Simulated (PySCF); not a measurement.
Species: (H2Ga-mu-F)2.
Z-matrix (Å and degrees, PBE0-D3(BJ)/def2-SVP geometry), rows numbered from 1:
```
Ga
H   1  1.5545
H   1  1.5547  2  134.79
F   1  1.9443  2  107.01  3   137.95
Ga  4  1.9438  1  101.18  2   105.49
H   5  1.5547  4  107.32  1   104.24
H   5  1.5547  4  107.27  1  -105.25
F   1  1.9441  2  107.51  3  -138.69
```

Level of theory: PySCF 2.14.0, density-fitted response routines, TDDFT wB97X-D/def2-SVPD, vertical, gas phase, core orbitals frozen in the response. Relativistic effects, spin–orbit coupling among them, are left out although an element past zinc is present.

Kohn–Sham orbitals with the atoms that hold most of them (Löwdin shares over 4%, at most four atoms; ? is withheld):

```json
{"orbital": "HOMO-3", "ε (eV)": "-13.35", "atoms": "Ga1 21%, Ga5 21%, H7 10%, H2 10%"}
{"orbital": "HOMO-2", "ε (eV)": "-12.39", "atoms": "Ga5 17%, Ga1 17%, F4 15%, F8 15%"}
{"orbital": "HOMO-1", "ε (eV)": "-10.97", "atoms": "?"}
{"orbital": "HOMO", "ε (eV)": "?", "atoms": "Ga1 18%, Ga5 18%, H3 13%, H2 13%"}
{"orbital": "LUMO", "ε (eV)": "0.86", "atoms": "?"}
{"orbital": "LUMO+1", "ε (eV)": "1.60", "atoms": "Ga5 40%, Ga1 40%, H6 4%, H7 4%"}
{"orbital": "LUMO+2", "ε (eV)": "1.76", "atoms": "Ga5 41%, Ga1 40%, H7 4%, H6 4%"}
```

Question: Which atoms hold the HOMO-1, and with what shares?

Answer: Ga5 (bonded to 2 F and 2 H) 21%; Ga1 (bonded to 2 F and 2 H) 21%; H7 (bonded to Ga) 14%; H6 (bonded to Ga) 14%. By element: gallium 42%, hydrogen 28% or more.

Question: Which atoms hold the LUMO, and with what shares?

Answer: Ga5 (bonded to 2 F and 2 H) 29%; Ga1 (bonded to 2 F and 2 H) 29%; F8 (bonded to 2 Ga) 8%; F4 (bonded to 2 Ga) 8%. By element: gallium 58%, fluorine 17%.

Question: What is the HOMO energy, and the HOMO–LUMO gap?

Answer: ε(HOMO) = -10.67 eV; the gap is 11.53 eV (0.4239 hartree).

Question: How does S1 compare with the orbital gap of 11.53 eV?

Answer: S1 is at 6.92 eV (f = 0.0000), 4.62 eV below the gap, made of HOMO→LUMO (82%), HOMO-1→LUMO+4 (16%). Without the coupling terms of the response equations the lowest excitation would equal the gap.

Question: Give energy, strength and leading configuration of S1, S2, S5 and S7, and follow the Löwdin shares of the leading atoms from the occupied to the empty orbital.

Answer: 
- S1 (6.92 eV, f 0.0000), HOMO→LUMO (82%): Ga1 18% → 29%, Ga5 18% → 29%
- S2 (7.10 eV, f 0.0000), HOMO-1→LUMO (70%): Ga5 21% → 29%, Ga1 21% → 29%
- S5 (8.50 eV, f 0.550), HOMO→LUMO+1 (73%): Ga1 18% → 40%, Ga5 18% → 40%
- S7 (8.82 eV, f 0.0000), HOMO-2→LUMO (93%): Ga5 17% → 29%, Ga1 17% → 29%

Löwdin shares depend on the basis, the more so with diffuse functions.

One conformer stands for the species.
